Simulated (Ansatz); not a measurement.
`Cl[Si](Cl)(Cl)I` → I• + `Cl[Si](Cl)Cl`•  (homolysis of the I–Si bond)

Calculated with Ansatz (gas phase, PBE0-D4/def2-TZVP geometries, no zero-point term in ΔE). CCSD(T)/CBS adds triple-zeta CCSD(T) − MP2 to the extrapolated MP2 energy (def2 sets, frozen cores). Functionals use def2-TZVPP. No spin–orbit coupling; open shells (•) take unrestricted orbitals. Spin–orbit coupling would lower the free atoms: strongly for I. def2 core potentials past Kr. For I outer-core shells are correlated without core-valence functions, so the limit isn't a true one: a few kJ/mol of doubt a bond, and 10 to 20 or more in all where bonds break to atoms.

What is ΔE at CCSD(T)/CBS? (Best estimate.)

The calculation gave: +83.3 kcal/mol.

What do these levels give: PBE0-D4, PBE, r2SCAN0, LC-ωPBE, MP2/def2-TZVPP, CCSD(T)/def2-TZVPP? (Estimate.)

Computed: PBE0-D4 78.3, PBE 75.1, r2SCAN0 74.7, LC-ωPBE 74.2, MP2/def2-TZVPP 83.6, CCSD(T)/def2-TZVPP 77.3 kcal/mol.

Largest T1 diagnostic among the species: 0.012.

From BLYP to BHLYP (50 % exact exchange), in def2-TZVPP and without D4, ΔE moves by +2.9 kcal/mol. The D4 term adds +5.0 kcal/mol with B3LYP and +2.6 kcal/mol with PBE0; it sums over pairs of atoms, weighted by their polarisabilities, and B3LYP, whose exchange is more repulsive, gets the larger term.

B3LYP here is the variant with VWN-RPA as its local correlation; programs differ in this.
